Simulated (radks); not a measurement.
Question: Neutral samarium, 62 electrons, occupied as [Xe] 4f4 6s2 6p2 (not the ground configuration). Method: scalar-relativistic Kohn-Sham, BLYP, spin-polarised, spherical densities, point nucleus; open shells are filled with parallel spins first (spin-orbit coupling, left out, can overturn this in heavy ions); computed with a radial shooting solver on a logarithmic mesh with Libxc functionals. Some entries of the table are withheld. Estimate them.

| orbital | occ. | eigenvalue (eV) | r(max) (bohr) | <r> (bohr) |
|---|---|---|---|---|
| 1s up | 1 | -46705.67 | 0.01449 | 0.02274 |
| 1s down | 1 | -46705.65 | 0.01449 | 0.02274 |
| 2s up | 1 | -7649.996 | 0.08215 | 0.09701 |
| 2s down | 1 | -7649.961 | 0.08215 | 0.09700 |
| 2p up | 3 | -6826.165 | 0.06635 | 0.08547 |
| 2p down | 3 | -6826.134 | 0.06635 | 0.08547 |
| 3s up | 1 | -1694.792 | 0.2337 | 0.2551 |
| 3s down | 1 | -1693.307 | 0.2336 | 0.2549 |
| 3p up | 3 | -1437.340 | 0.2291 | 0.2534 |
| 3p down | 3 | -1435.862 | 0.2290 | 0.2533 |
| 3d up | 5 | -1088.562 | 0.1878 | 0.2311 |
| 3d down | 5 | -1087.416 | 0.1877 | 0.2309 |
| 4s up | 1 | -355.3317 | 0.5386 | 0.5772 |
| 4s down | 1 | -351.6476 | 0.5385 | 0.5773 |
| 4p up | 3 | -270.3694 | 0.5618 | 0.6102 |
| 4p down | 3 | -266.7177 | 0.5616 | 0.6104 |
| 4d up | 5 | -151.1150 | 0.5849 | 0.6633 |
| 4d down | 5 | -147.5278 | 0.5847 | 0.6641 |
| 5s up | 1 | -57.3479 | 1.226 | 1.345 |
| 5s down | 1 | -55.5305 | 1.234 | 1.359 |
| 5p up | 3 | -35.2629 | 1.370 | 1.540 |
| 5p down | 3 | -33.9038 | 1.383 | 1.559 |
| 4f up | 4 | -22.2753 | 0.5945 | 0.8486 |
| 4f down | 0 | -19.0414 | 0.5962 | 0.8673 |
| 6s up | 1 | -6.9672 | 3.099 | 3.499 |
| 6s down | 1 | -6.1444 | 3.071 | 3.513 |
| 6p up | 2 | (1) | (2) | 4.479 |
| 6p down | 0 | (3) | (4) | 4.711 |

Answer: 
(1) 6p up eigenvalue (eV): -3.0904
(2) 6p up r(max) (bohr): 3.841
(3) 6p down eigenvalue (eV): -2.3094
(4) 6p down r(max) (bohr): 3.910
